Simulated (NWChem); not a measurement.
Species: C2H8Ti; SMILES [CH3][TiH2][CH3]

```xyz
11

Ti     0.0000     0.0000    -0.4354
C      1.6856    -0.1274     0.7003
H      2.1931    -1.0646     0.4228
H      1.5043    -0.1139     1.7821
H      2.3280     0.7231     0.4231
C     -1.6856     0.1274     0.7003
H     -2.3279    -0.7231     0.4231
H     -2.1931     1.0646     0.4228
H     -1.5043     0.1140     1.7821
H     -0.1061    -1.4033    -1.4203
H      0.1061     1.4033    -1.4203
```
Atoms are numbered in this order, from 1.

Level: B3LYP/6-31G* (spherical d) (NWChem), optimised geometry, unscaled harmonic frequencies. B3LYP is NWChem's, with the RPA form of VWN correlation.

**Question.** List the harmonic frequencies with IR intensities, and the thermochemistry.

**Answer.** 
```json
[
 {"frequency (cm⁻¹)": "67", "IR intensity (km/mol)": "0.0"},
 {"frequency (cm⁻¹)": "80", "IR intensity (km/mol)": "0.4"},
 {"frequency (cm⁻¹)": "162", "IR intensity (km/mol)": "0.3"},
 {"frequency (cm⁻¹)": "284", "IR intensity (km/mol)": "9.3"},
 {"frequency (cm⁻¹)": "364", "IR intensity (km/mol)": "0.0"},
 {"frequency (cm⁻¹)": "383", "IR intensity (km/mol)": "1.1"},
 {"frequency (cm⁻¹)": "467", "IR intensity (km/mol)": "0.0"},
 {"frequency (cm⁻¹)": "493", "IR intensity (km/mol)": "33.0"},
 {"frequency (cm⁻¹)": "501", "IR intensity (km/mol)": "0.0"},
 {"frequency (cm⁻¹)": "562", "IR intensity (km/mol)": "0.0"},
 {"frequency (cm⁻¹)": "580", "IR intensity (km/mol)": "9.2"},
 {"frequency (cm⁻¹)": "619", "IR intensity (km/mol)": "157.1"},
 {"frequency (cm⁻¹)": "627", "IR intensity (km/mol)": "250.4"},
 {"frequency (cm⁻¹)": "1177", "IR intensity (km/mol)": "12.1"},
 {"frequency (cm⁻¹)": "1185", "IR intensity (km/mol)": "0.3"},
 {"frequency (cm⁻¹)": "1442", "IR intensity (km/mol)": "2.7"},
 {"frequency (cm⁻¹)": "1443", "IR intensity (km/mol)": "0.0"},
 {"frequency (cm⁻¹)": "1444", "IR intensity (km/mol)": "23.9"},
 {"frequency (cm⁻¹)": "1445", "IR intensity (km/mol)": "18.1"},
 {"frequency (cm⁻¹)": "1681", "IR intensity (km/mol)": "410.1"},
 {"frequency (cm⁻¹)": "1708", "IR intensity (km/mol)": "256.4"},
 {"frequency (cm⁻¹)": "3002", "IR intensity (km/mol)": "0.4"},
 {"frequency (cm⁻¹)": "3003", "IR intensity (km/mol)": "1.2"},
 {"frequency (cm⁻¹)": "3082", "IR intensity (km/mol)": "0.0"},
 {"frequency (cm⁻¹)": "3083", "IR intensity (km/mol)": "8.7"},
 {"frequency (cm⁻¹)": "3116", "IR intensity (km/mol)": "1.5"},
 {"frequency (cm⁻¹)": "3121", "IR intensity (km/mol)": "7.6"}
]
```

* **zero-point energy**: 50.2 kcal/mol
* **thermal correction to the enthalpy at 298.15 K (with zero-point energy)**: 55.5 kcal/mol
* **heat capacity Cv**: 25.4 cal/(mol K)
* **entropy at 298.15 K and 1 atm (symmetry number 2)**: 80.6 cal/(mol K)
* **dipole moment**: 1.58 D

Rigid rotor and harmonic oscillator; modes under 100 cm⁻¹ make the entropy uncertain.
